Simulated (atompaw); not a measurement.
# An all-electron radial function and its pseudo partner (iridium (Ir))

Columns: radius, all-electron u(r) and pseudo u(r) of the 6p shell (level -1.22 eV) of iridium in the configuration [Xe] 4f14 5d7 6s2 6p0; PBE, scalar-relativistic, PAW (atompaw) scheme, atompaw 4.2.0.5.

```json
{"r (bohr)": "0.115", "all-electron": "-0.0684", "pseudo": "0.0009"}
{"r (bohr)": "0.231", "all-electron": "0.0214", "pseudo": "0.0036"}
{"r (bohr)": "0.346", "all-electron": "0.1163", "pseudo": "0.0081"}
{"r (bohr)": "0.462", "all-electron": "0.0590", "pseudo": "0.0146"}
{"r (bohr)": "0.577", "all-electron": "-0.0499", "pseudo": "0.0229"}
{"r (bohr)": "0.692", "all-electron": "-0.1389", "pseudo": "0.0332"}
{"r (bohr)": "0.808", "all-electron": "-0.1857", "pseudo": "0.0456"}
{"r (bohr)": "0.923", "all-electron": "-0.1914", "pseudo": "0.0600"}
{"r (bohr)": "1.038", "all-electron": "-0.1664", "pseudo": "0.0766"}
{"r (bohr)": "1.154", "all-electron": "-0.1211", "pseudo": "0.0955"}
{"r (bohr)": "1.269", "all-electron": "-0.0649", "pseudo": "0.1164"}
{"r (bohr)": "1.385", "all-electron": "-0.0036", "pseudo": "0.1397"}
{"r (bohr)": "1.500", "all-electron": "0.0575", "pseudo": "0.1648"}
{"r (bohr)": "1.615", "all-electron": "0.1163", "pseudo": "0.1918"}
{"r (bohr)": "1.731", "all-electron": "0.1716", "pseudo": "0.2206"}
{"r (bohr)": "1.846", "all-electron": "0.2217", "pseudo": "0.2503"}
{"r (bohr)": "1.962", "all-electron": "0.2671", "pseudo": "0.2810"}
{"r (bohr)": "2.077", "all-electron": "0.3070", "pseudo": "0.3114"}
{"r (bohr)": "2.192", "all-electron": "0.3420", "pseudo": "0.3412"}
{"r (bohr)": "2.308", "all-electron": "0.3726", "pseudo": "0.3697"}
{"r (bohr)": "2.423", "all-electron": "0.3986", "pseudo": "0.3956"}
{"r (bohr)": "2.538", "all-electron": "0.4206", "pseudo": "0.4185"}
{"r (bohr)": "2.654", "all-electron": "0.4391", "pseudo": "0.4381"}
{"r (bohr)": "2.769", "all-electron": "0.4541", "pseudo": "0.4538"}
{"r (bohr)": "2.885", "all-electron": "0.4662", "pseudo": "0.4662"}
{"r (bohr)": "3.000", "all-electron": "0.4755", "pseudo": "0.4755"}
```

Problem. How many radial nodes do the two functions have?

Solution. The all-electron 6p function has n − l − 1 = 4 (the table is too coarse to show those close to the nucleus); the pseudo-wave has 0, since the states of the same l below it are removed with the core.

Problem. Is the pseudo-wave norm-conserving?

Solution. No, it belongs to a PAW set: the norm inside the radius is not constrained, and the difference is carried by the augmentation charge.
